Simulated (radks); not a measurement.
The calcium ion Ca+, 19 electrons, occupied as [Ar] 4s1. Method: non-relativistic Kohn-Sham, LDA (Slater exchange, VWN5 correlation), spin-polarised, spherical densities, point nucleus; open shells are filled with parallel spins first; computed with a radial shooting solver on a logarithmic mesh with Libxc functionals. Some entries of the table are withheld. Estimate them.

orbital,occ.,eigenvalue (eV),<1/r> (bohr^-1)
1s up,1,-3923.712,19.49
1s down,1,-3923.674,19.49
2s up,1,-416.4554,3.994
2s down,1,-416.4177,3.994
2p up,3,-341.3111,3.931
2p down,3,-341.2756,3.931
3s up,1,-53.3736,1.204
3s down,1,-53.2764,1.205
3p up,3,-34.9679,1.079
3p down,3,-34.8374,1.082
4s up,1,-9.4610,(1)
3d up,0,-8.8489,0.6944
4s down,0,-8.5686,(2)
3d down,0,-8.4431,0.7157
4p up,0,-6.3467,(3)
4p down,0,-5.5795,(4)
5s up,0,-2.8823,0.1674
5s down,0,-2.7154,0.1611
4f up,0,-1.0694,0.1008
4f down,0,-1.0052,0.08929

Answer. 
(1) 4s up <1/r> (bohr^-1): 0.3671
(2) 4s down <1/r> (bohr^-1): 0.3630
(3) 4p up <1/r> (bohr^-1): 0.3033
(4) 4p down <1/r> (bohr^-1): 0.2896
